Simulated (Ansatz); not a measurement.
Ansatz (an electronic-structure program) input:

Ansatz 0.2 input:
```yaml
crystal:
  periodic: [false, false, false]
  atoms:
    - {symbol: Ce, position_ang: [-0.23088912, 0.35557670, 0.82951072]}
    - {symbol: F, position_ang: [-1.33292550, -1.09391453, -0.30222211]}
    - {symbol: F, position_ang: [0.07328313, 1.48276393, -0.96815543]}
    - {symbol: F, position_ang: [1.56853755, -0.73369579, 0.41469026]}
basis:
  gaussian:
    orbitals: def2-TZVP
hamiltonian:
  xc: b3lyp
  dispersion: d3bj
total_charge: 1
relax: {f_tol: 0.002, max_steps: 150}
```

Task: Which total energy does the run end on?

Result: -774.73227 Eh (B3LYP-D3(BJ)/def2-TZVP). The basis has 186 functions. The run takes around 50 core-seconds (rough).
